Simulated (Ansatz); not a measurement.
Species: H4OSi, SMILES `O[SiH3]` (charge 0, multiplicity 1).

### Question
Give a relaxed geometry from Ansatz (an electronic-structure program) with PBE0-D4/def2-TZVP.

### Answer
the end point of this relaxation (outside a Z-matrix the atoms follow the SMILES, hydrogens last).
Z-matrix (Å, degrees):
```
Si
O 1 1.6478
H 2 0.9576 1 117.86
H 1 1.4805 2 105.93 3 -180.00
H 1 1.4889 4 109.86 2 120.75
H 1 1.4889 4 109.86 5 118.51
```
